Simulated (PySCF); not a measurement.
Si(OH)3(SiH3) (H6O3Si2), SMILES [Si](O)(O)(O)[SiH3].

Geometry: r2SCAN-D4/def2-SVP. The values are those of a single conformer.

These are PySCF with PBE/def2-TZVP values and carry that method's errors.

Isolated molecule, no solvent.

Problem. Estimate the frontier levels, gap, dipole moment and polarisability. (Estimate from the structure and the level; the computed values follow.)

Solution. 
```json
{
  "highest_occupied_level": "-6.57 eV",
  "lowest_empty_level": "-0.61 eV",
  "orbital_gap": "5.96 eV",
  "dipole_moment": "0.79 D",
  "quadrupole, principal values (traceless, Buckingham form, about the centre of nuclear charge)": "-9.94, 4.97, 4.97 D·Å",
  "mean_static_polarisability": "67.4 bohr³ (9.99 Å³)",
  "polarisability_principal_values": "63.1, 63.1, 76.1 bohr³"
}
```
